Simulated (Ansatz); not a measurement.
C₃H₄AlF (`F[C]1=C[CH2][AlH]1`), relaxed with RKS PBE-D4/def2-SVP in the Gaussian-basis code of Ansatz from a rough embedded geometry. The force threshold is 0.03 eV/Å; the program also tests the step.

Charge 0, multiplicity 1.

Start:

```xyz
9

F    -1.258    0.382    2.187
C    -0.567    0.151    1.021
C    -0.347   -1.005    0.296
C     0.365   -0.416   -0.753
Al    0.391    1.339   -0.212
H    -0.670   -2.036    0.507
H    -0.150   -0.499   -1.754
H     1.420   -0.809   -0.821
H     0.816    2.893   -0.472
```

```
step  energy (eV)  largest force (eV/Å)  largest move (Å)
   1  -12470.0987                 4.521             0.000
   2  -12471.2176                 1.988             0.164
   3  -12471.4317                 0.637             0.100
   4  -12471.4457                 0.231             0.045
   5  -12471.4487                 0.084             0.023
   6  -12471.4490                 0.038             0.003
   7  -12471.4490                 0.009             0.002
```

End:

```xyz
9

F    -1.309    0.211    2.266
C    -0.616    0.267    1.120
C    -0.352   -0.820    0.333
C     0.457   -0.456   -0.910
Al    0.348    1.386   -0.150
H    -0.687   -1.852    0.569
H    -0.072   -0.680   -1.861
H     1.445   -0.963   -0.956
H     0.785    2.907   -0.411
```

Hardware: 2 threads of an Arm Neoverse V1 on a shared host. Wall time 14 s, peak host memory 0.13 GiB.
